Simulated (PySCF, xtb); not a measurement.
Al(F)(GeH3)(Me) (CH6AlFGe), SMILES [CH3][Al]([F])[GeH3].

GFN2-xTB in xtb at its own geometry gives an orbital gap of 4.01 eV and a dipole moment of 2.29 D.

Geometry: PBE0-D3(BJ)/def2-SVP. The structure was generated by enumeration; whether it is a known compound was not checked.

Problem. What does PBE/def2-TZVP (PySCF) give? (An estimate is asked for; the answer gives what the named calculation found.)

Solution. gap 4.36 eV (levels -6.48 and -2.11 eV), dipole 1.74 D.
